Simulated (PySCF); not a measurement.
Species: C5H5ClF2O.
Z-matrix (Å and degrees, PBE0-D3(BJ)/def2-SVP geometry), rows numbered from 1:
```
F 
C   1  1.3725
C   2  1.5144  1  110.19
C   3  1.4926  2  109.29  1   -73.23
Cl  4  1.7285  3  117.56  2   161.70
C   4  1.3366  3  121.98  2   -18.59
O   6  1.3624  4  123.71  3    -0.46
C   7  1.3791  6  117.71  4   -10.12
F   8  1.3682  2  107.05  1  -176.44
H   2  1.1016  1  108.77  3   122.15
H   3  1.1005  2  108.88  1    47.84
H   3  1.1033  2  109.78  1   165.23
H   6  1.0899  4  123.85  3   178.56
H   8  1.1000  2  112.04  1   -57.27
```

Linear response at PBE0/def2-SVPD (PySCF, frozen core in the response, non-relativistic).

Static isotropic polarisability: 75.41 au (11.17 Å³), principal values 59.4, 74.1, 92.7 au.

What is the polarisability at 1064 nm and at the sodium D line?

75.99 au at 1064 nm (+0.8 %), 77.37 au at 589.3 nm (+2.6 %). The rise at 589.3 nm is 3.39 times that at 1064 nm; a pure ω² law gives 3.26. The lowest singlet lies at 213 nm, shorter than both wavelengths.

What is the isotropic C6 coefficient between two such molecules, C6 = (3/π)∫α(iω)² dω?

2597 au (Eh·bohr⁶) by a ten-point quadrature over imaginary frequencies, which is 1550 eV·Å⁶ or 150 J·nm⁶/mol.

Which effective excitation energy ω̄ makes London's formula C6 = (3/4)α²ω̄ exact here?

ω̄ = 4·C6/(3α²) = 0.609 Eh = 16.6 eV. A one-pole form α(ω) = α/(1 − ω²/ω̄²) fitted to the 1064 nm value gives 13.4 eV.

What three-body coefficient follows from the one-pole estimate C9 = (3/4)·α·C6?

147000 au. This is an estimate from the two numbers above, not a computed integral.

What n − 1 at the D line would an ideal gas of it have at 273.15 K and 1 atm (2.6868 × 10¹⁹ cm⁻³), by n − 1 = 2π·N·α′?

19.35 × 10⁻⁴, a formal value whether or not that pressure can be reached.

How anisotropic is the static polarisability, by Δα² = ½[(α1 − α2)² + (α2 − α3)² + (α3 − α1)²]?

Δα = 28.9 au, or 0.38 of the isotropic value.

What does −C6/R⁶ come to at R = 12 Å between centres?

-50 J/mol. This is the leading, orientation-averaged term; C8 and higher terms are left out.

What molar refraction at the D line follows from R = (4π/3)·N_A·α′, with α′ the polarisability volume?

α′ = 11.46 Å³ gives R = 28.92 cm³/mol, for isolated, non-vibrating species.

The lowest 6 singlets have (eV, f): 5.83, 0.002; 6.25, 0.210; 6.62, 0.014; 7.10, 0.007; 7.18, 0.006; 7.30, 0.006. What share of the static polarisability do they carry in the sum over states α = Σ f/ω²?

4.52 au, 6.0 % of α; the largest term, 3.98 au, is that of the state at 6.25 eV. Their oscillator strengths add up to 0.24. Higher states carry the rest.

One conformer stands for the species.
